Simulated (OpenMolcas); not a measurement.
## Multiplet structure of Si

- Program: OpenMolcas
- Method: CASSCF
- Basis: ANO-RCC-VTZP [5s4p2d1f]
- Scalar Hamiltonian: DKH2, point nucleus
- Active space: 4 electrons in 4 orbitals (3s 3p)
- State averaging: 2S+1 = 3 even, 3 roots; 2S+1 = 1 even, 6 roots; 2S+1 = 5 odd, 1 root; 2S+1 = 3 odd, 5 roots
- Spin-orbit coupling: RASSI with atomic mean-field integrals over the reference wave functions, term energies averaged over their components

With spin-orbit coupling, above the lowest level:

```
Configuration  Term  J  E (cm⁻¹)  Measured (cm⁻¹)      g  Term weight %
      3s² 3p²    ³P  0       0.0              0.0                   100
      3s² 3p²    ³P  1      66.8             77.1  1.501            100
      3s² 3p²    ³P  2       195              223  1.501            100
      3s² 3p²    ¹D  2      8848             6299  1.000            100
      3s² 3p²    ¹S  0     15569            15394                   100
       3s 3p³   ⁵S°  2     22835            33326  2.002            100
```

Against the 5 measured excited levels shown (NIST Handbook of Basic Atomic Spectroscopic Data) the mean absolute deviation is 2700 cm-1; the largest miss in energy is 3s 3p³ ⁵S°₂: computed 22835, measured 33326 cm⁻¹ (-31.5 %), and the largest in proportion 3s² 3p² ¹D₂ (+40.5 %).

Spin-orbit coupling puts the lowest level 131 cm⁻¹ below the lowest spin-free term.

For ³P the intervals divided by the larger J are 66.8, 64.0 cm-1. Landé's interval rule makes them equal in pure LS coupling; they differ by 4 % of their mean. The multiplet is regular.

Without dynamic correlation excited terms often stand tens of per cent too high (terms of higher spin than the ground term too low), and those without a measured partner can miss by more than the paired ones. Terms of s pⁿ other than that of highest spin mix with s² pⁿ⁻² d, which this space lacks; all of them can be thousands of cm-1 off, and some have no real level of that name. Measured partners are found by configuration, term and J. A level has none where our copy of the source lacks it or the pairing is in doubt (some pairs that miss far off the trend of their configuration count as doubtful), and it then counts in no deviation. Only configurations of the active space appear. The first state left out of the spin-orbit step lies near 63000 cm-1 above the lowest spin-free state of the reference (among the parities and spins computed), and the list stops at four fifths of that energy or lower.

The term weight is that of the spin-free term in the level, not the purity of its configuration. ° marks odd parity.
